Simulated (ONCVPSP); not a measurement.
Pseudopotential generation for lithium: ONCV, PBE, scalar-relativistic.

ONCVPSP 4.0.1 input, shortened (lines: element, Z, core and valence counts, functional; n l f; lmax; l rc ep ncon nbas qcut; lloc lpopt rc5 dvloc0; l nproj debl; icmod fcfact rcfact), PBE, scalar-relativistic:

```
  Li 3.00    1    2        4      upf
    1    0    2.00
    2    0    0.50
    2    1    0.50
    1
    0    2.85    0.00    3    6    2.00
    1    4.00    0.00    4    8    1.80
    0    5    2.85    0.00
    0    0    0.80
    1    2    1.70
    0    0.00    0.00
```

All-electron outer shells of the reference configuration (PBE, scalar-relativistic, ld1.x):

| shell | level (eV) | outermost node (bohr) | outermost maximum (bohr) |
| --- | --- | --- | --- |
| 1s | -52.63 | – | 0.36 |
| 2s | -3.14 | 0.83 | 3.12 |
| 2p | -1.35 | – | 3.86 |

Results:

```
Cutoffs needed           : 1.5 Ha and 5.8 Ha (the cutoffs (Ha) at which the residual kinetic energy of the hardest occupied pseudo-wave falls to 1 and 0.1 mHa per electron) The cutoffs count occupied waves only; projector 2 of the p channel, the hardest unoccupied one, needs 18 Ha at the loose tolerance.
Ghost test               : no bound ghost flagged; GHOST(+) flagged for p at 49.9 eV, p at 547.9 eV
Largest excitation error : +5.7 meV (all-electron minus pseudo) for 2s0.5 2p0, out of 3 test configurations
```

Generation and tests took about 3.2 s on one core of a shared server CPU.
